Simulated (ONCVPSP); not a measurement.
**Plane-wave convergence, ONCV potential for La (Z = 57)**

La (Z = 57), optimised norm-conserving Vanderbilt (ONCV), made with ONCVPSP 4.0.1 (PBE, scalar-relativistic). Core [Kr], reference 4d10 5s2 5p6 5d1 6s2. Waves: 5s+6s: rc 2.45 bohr, ncon 4, nbas 7, qcut 4.1 1/bohr, 3 projectors, debl 1.8 Ha; 5p: rc 1.70 bohr, ncon 4, nbas 7, qcut 5 1/bohr, 2 projectors, debl 1 Ha; 4d+5d: rc 1.45 bohr, ncon 4, nbas 9, qcut 8.7 1/bohr, 2 projectors; f scattering state at 0.16 Ha: rc 2.50 bohr, ncon 4, nbas 7, qcut 4 1/bohr, 2 projectors, debl 1.3 Ha. Local part: polynomial inside 1.30 bohr (lpopt 2, dvloc0 0 Ha). Core correction: Teter function, fcfact 1.75, rcfact 1.3.

In the f channel the program set the typed energies aside and used -0.160, 1.140 Ha.

For each optimised wave give the share of its norm inside rc, the residual kinetic energy above qcut (Ha) and the cutoffs (Ha) for errors of 10, 1, 0.1 and 0.01 mHa per electron.

```json
{"wave": "5s", "norm inside rc": "0.946", "residual KE": "1.4e-04", "10 mHa": "4.8", "1 mHa": "6.8", "0.1 mHa": "10.0", "0.01 mHa": "20.7"}
{"wave": "6s", "norm inside rc": "0.065", "residual KE": "1.3e-04", "10 mHa": "2.1", "1 mHa": "6.5", "0.1 mHa": "9.2", "0.01 mHa": "22.6"}
{"wave": "s projector 3", "norm inside rc": "0.137", "residual KE": "2.1e-03", "10 mHa": "6.6", "1 mHa": "9.4", "0.1 mHa": "17.9", "0.01 mHa": "30.7"}
{"wave": "5p", "norm inside rc": "0.474", "residual KE": "1.9e-03", "10 mHa": "9.4", "1 mHa": "14.7", "0.1 mHa": "42.5", "0.01 mHa": "50.9"}
{"wave": "p projector 2", "norm inside rc": "0.090", "residual KE": "7.8e-04", "10 mHa": "6.7", "1 mHa": "12.0", "0.1 mHa": "40.0", "0.01 mHa": "68.7"}
{"wave": "4d", "norm inside rc": "0.976", "residual KE": "1.4e-03", "10 mHa": "32.9", "1 mHa": "40.2", "0.1 mHa": "139.8", "0.01 mHa": "182.1"}
{"wave": "5d", "norm inside rc": "0.065", "residual KE": "9.0e-04", "10 mHa": "30.4", "1 mHa": "37.7", "0.1 mHa": "88.0", "0.01 mHa": "178.4"}
{"wave": "f projector 1", "norm inside rc": "0.950", "residual KE": "4.2e-01", "10 mHa": "30.6", "1 mHa": "35.8", "0.1 mHa": "55.3", "0.01 mHa": "87.4"}
{"wave": "f projector 2", "norm inside rc": "0.244", "residual KE": "5.7e-01", "10 mHa": "33.8", "1 mHa": "41.7", "0.1 mHa": "47.8", "0.01 mHa": "60.3"}
```

The occupied waves need 40 Ha and 140 Ha for 1 and 0.1 mHa.
